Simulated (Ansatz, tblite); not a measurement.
Cost and result up the ladder for [Al(OH)4]- (AlO₄H₄⁻) (9 atoms). Total charge -1; singlet. Geometry: r2SCAN-D4/def2-SVPD.

```csv
atom,x (Å),y (Å),z (Å)
Al1,0.0000,-0.0001,-0.0002
O2,0.9512,0.6434,-1.3712
H3,1.8984,0.5562,-1.2326
O4,-1.5063,0.9636,0.0291
H5,-1.3943,1.8303,-0.3714
O6,1.0829,0.0999,1.4197
H7,0.8979,-0.5834,2.0700
O8,-0.5277,-1.7071,-0.0780
H9,-1.4022,-1.8027,-0.4654
```

Ansatz on 4 threads of Arm Neoverse V1 on a shared host; xTB runs through tblite on one thread. Times are rough, summed over both states, and most runs start from the orbitals of an earlier one. No level here is sound enough to serve as a yardstick. The other state is a triplet.

The xTB rows come from tblite. HOMO above LUMO, or a gap near zero within one spin, warns that the state may not be the lowest or that an electron is smeared out.

xTB has no spin-polarisation term.

| level | functions | wall time |
| --- | --- | --- |
| GFN1-xTB | 33 | 0.01 s |
| GFN2-xTB | 29 | 0.01 s |
| PBE-D4/def2-TZVPD | 239 | 8.7 s |
| r2SCAN-D4/def2-TZVPD | 239 | 27 s |

Question: Estimate what each level gives for the vertical triplet (eV).

Answer: 
```json
{"level": "GFN1-xTB", "vertical triplet (eV)": "7.32", "remarks": "–"}
{"level": "GFN2-xTB", "vertical triplet (eV)": "9.52", "remarks": "–"}
{"level": "PBE-D4/def2-TZVPD", "vertical triplet (eV)": "4.56", "remarks": "HOMO above zero (triplet), gap within one spin near zero (triplet)"}
{"level": "r2SCAN-D4/def2-TZVPD", "vertical triplet (eV)": "4.99", "remarks": "HOMO above zero (triplet), gap within one spin near zero (triplet)"}
```
